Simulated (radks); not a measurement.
All-electron atom: the manganese anion Mn- in [Ar] 3d6 4s2. Method: scalar-relativistic Kohn-Sham, LDA (Slater exchange, VWN5 correlation), spin-polarised, spherical densities, finite nucleus; open shells are filled with parallel spins first; Fermi nuclear charge, rms radius 3.7057 fm; hard spherical wall at 7 bohr; computed with a radial shooting solver on a logarithmic mesh with Libxc functionals.

Radial electron density D(r) = 4 pi r^2 rho(r):

r (bohr),D(r) (e/bohr),spin D(r)
0.007313,5.237,-0.0000528
0.008312,6.408,-0.0000655
0.009447,7.789,-0.0000810
0.01074,9.394,-0.000100
0.0123,11.36,-0.000125
0.01398,13.44,-0.000154
0.01589,15.72,-0.000191
0.01806,18.16,-0.000237
0.02053,20.67,-0.000295
0.02352,23.32,-0.000377
0.02673,25.62,-0.000478
0.03038,27.60,-0.000613
0.03452,29.07,-0.000790
0.03924,29.88,-0.00102
0.04496,29.94,-0.00132
0.05109,29.22,-0.00165
0.05807,27.88,-0.00196
0.066,26.21,-0.00211
0.07501,24.58,-0.00179
0.08594,23.40,-0.000302
0.09768,23.23,0.00328
0.111,24.21,0.0108
0.1262,26.25,0.0250
0.1434,28.90,0.0500
0.163,31.43,0.0918
0.1867,33.01,0.163
0.2122,32.67,0.266
0.2412,30.27,0.415
0.2741,26.10,0.618
0.3116,21.06,0.884
0.357,16.09,1.24
0.4057,12.90,1.62
0.4611,11.69,2.03
0.5241,12.21,2.42
0.5957,13.57,2.75
0.6824,14.77,2.97
0.7756,14.83,3.02
0.8815,13.62,2.91
1.002,11.45,2.67
1.139,8.876,2.34
1.305,6.318,1.95
1.483,4.419,1.58
1.685,3.098,1.23
1.915,2.265,0.932
2.177,1.766,0.678
2.474,1.452,0.469
2.835,1.210,0.294
3.222,1.006,0.169
3.662,0.8019,0.0793
4.162,0.5930,0.0228
4.73,0.3867,-0.00495
5.419,0.1897,-0.0106
6.159,0.05361,-0.00446

D(r) has 3 maxima, at r = 0.0425, 0.194, 0.733 bohr, and minima at 0.0938, 0.469 bohr, inside which lie 2.13, 10.61 electrons.
